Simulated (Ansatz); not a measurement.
Compare A (`C[SiH](C)[SnH3]`) with its isomer B (`C[CH2][SnH2][SiH3]`).

Isolated molecules relaxed with PBE0-D4/def2-TZVP in Ansatz; ΔE leaves out vibrations. CBS: MP2 limit from def2 TZ/QZ plus the TZ coupled-cluster correction, frozen cores. Functionals use def2-TZVPP. B3LYP here is the variant with VWN-RPA as its local correlation; programs differ in this. def2 core potentials past Kr. For Sn outer-core shells are correlated without core-valence functions, which leaves a few kJ/mol of doubt a bond. Each species was taken in one conformer, which may not be the lowest.

Problem. Which isomer does CCSD(T)/CBS put lower? Give the gap. (An estimate is asked.)

Solution. The calculation gave: A, by 14.9 kcal/mol.

Problem. Give E(B) − E(A) in kcal/mol with HF/def2-TZVPP, MP2/def2-TZVPP, B3LYP-D4, CCSD/def2-TZVPP, CCSD(T)/def2-TZVPP, B2PLYP, ωB97M-V. (Estimate.)

Solution. Computed: HF/def2-TZVPP 15.4, MP2/def2-TZVPP 15.1, B3LYP-D4 16.1, CCSD/def2-TZVPP 15.0, CCSD(T)/def2-TZVPP 14.9, B2PLYP 15.6, ωB97M-V 17.0. None reverses the order clearly.

Largest T1 diagnostic: 0.012.
